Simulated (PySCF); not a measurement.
GaH₂, SMILES [GaH2], multiplicity 2.

Coordinates come from a PBE-D3(BJ)/def2-TZVPD optimisation. The spin state was assumed, not searched. The isomer is the one that the SMILES or the coordinates give; other isomers of the formula were not compared.

Calculation: PBE-D3(BJ)/def2-TZVPD (PySCF 2.14.0).

Frequencies are harmonic and unscaled.

Computed harmonic wavenumbers and intensities:
| mode | ν (cm⁻¹) | IR (km/mol) | moving atoms (share of kinetic energy) |
|---|---|---|---|
| 1 | 709 | 104.6 | H 98 % |
| 2 | 1715 | 91.8 | H 99 % |
| 3 | 1795 | 353.7 | H 98 % |
